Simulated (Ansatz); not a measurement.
`[SH][AlH][SH]` + `CNC` → `C[N](C)[AlH][SH]` + H₂S  (ligand exchange at the Al–S bond)

Gas-phase electronic energies from Ansatz, PBE0-D4/def2-TZVP geometries. CBS: MP2 limit from def2 TZ/QZ plus the TZ coupled-cluster correction, frozen cores. This one scheme is used for every species. DFT in def2-TZVPP. HSE06 is defined as in plane-wave codes. One conformer a species, not always the lowest.

```
             level  ΔE (kJ/mol)  difference from CCSD(T)/CBS
            PBE-D4         29.4                          3.6
         r2SCAN-D4         29.1                          3.3
        r2SCAN0-D4         31.1                          5.3
            B2PLYP         26.5                          0.7
          PBE-QIDH         31.5                          5.7
               PBE         33.8                          8.0
            revPBE         38.8                         13.0
             HSE06         36.2                         10.4
      MP2/def2-SVP         19.7                         -6.1
     HF/def2-TZVPP         37.0                         11.2
SCS-MP2/def2-TZVPP         22.4                         -3.4
   CCSD/def2-TZVPP         24.0                         -1.8
CCSD(T)/def2-TZVPP         22.6                         -3.2
     HF/def2-QZVPP         35.7                          9.9
    MP2/def2-QZVPP         24.2                         -1.6
SCS-MP2/def2-QZVPP         24.1                         -1.7
       CCSD(T)/CBS         25.8                            0
```

Largest T1 diagnostic among the species: 0.012.

In def2-TZVPP, CCSD(T) changes the Hartree–Fock value by −14.4 kJ/mol (the triples alone add −1.4 kJ/mol) and MP2 by −14.2 kJ/mol. Leaving LDA and LC-ωPBE aside and taking each functional with its dispersion term where it has one, the values, not all of them listed here, spread over 12.6 kJ/mol, from BLYP-D4 to HSE06-D4. LDA lies −11.6 kJ/mol from PBE without D4.
